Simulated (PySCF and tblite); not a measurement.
Values are calculated unless marked as measured or tabulated.
System: C₆H₇FO₂Si, numbered as in [O:1]=[C:2]([OH:3])[C:4]1=[C:5]([SiH3:6])[CH2:7][CH:8]=[C:9]1[F:10].

Geometries: GFN2-xTB; energies: PBE0/pcSseg-1 + D3(BJ); zero-point and thermal terms from GFN2-xTB harmonic modes (soft modes blended into free rotors). Rates follow Eyring's equation with the number of equivalent paths and no tunnelling. (PySCF 2.14 with density fitting, tblite 0.8.)

Tunnelling of the moving H, left out here, will speed the real process. In real samples such hydrogens mostly exchange between molecules or through solvent, far faster than by this path. DFT energies on a tight-binding saddle of a bond shift can be off by several kcal/mol.

Q: How high is the barrier to the shift of H on O3 from O3 to O1, through which structure does it pass, and what rate follows at 298 K?

A: The electronic barrier is 34.6 kcal/mol and ΔG‡(298 K) 31.5 kcal/mol, over a Cs saddle with an imaginary mode of 1755i cm⁻¹ (GFN2-xTB). With 1 equivalent path, k is 4.8×10⁻¹¹ s⁻¹. The end lies 1.0 kcal/mol above the start in free energy.
